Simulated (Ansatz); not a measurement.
The cluster Pd3Au (the lowest doublet isomer of a short search) was relaxed with B3LYP-D4 (def2-SVP) in Ansatz in these states: neutral doublet, neutral quartet. The geometries follow in no particular order.

In the def2 sets Au, Pd take a core potential; there is no spin–orbit coupling.

A:

Cartesian coordinates in Å:
```
Pd -0.575 1.510 -0.188
Pd 1.607 0.089 0.238
Pd -0.270 -0.826 -1.375
Au -0.762 -0.773 1.325
```

B:

Cartesian coordinates in Å:
```
Pd 0.3262 1.2950 -0.9697
Pd 0.9961 0.0101 1.3157
Pd 0.3816 -1.2507 -0.8150
Au -1.7039 -0.0544 0.4690
```

Question: Judge from the bond lengths which geometry belongs to which state (an estimate).

Answer: A is the neutral doublet (Pd1–Pd3 2.639 Å, Pd2–Pd3 2.639 Å, Pd1–Au4 2.745 Å); B is the neutral quartet (Pd1–Pd3 2.551 Å, Pd2–Pd3 2.551 Å, Pd1–Au4 2.830 Å).
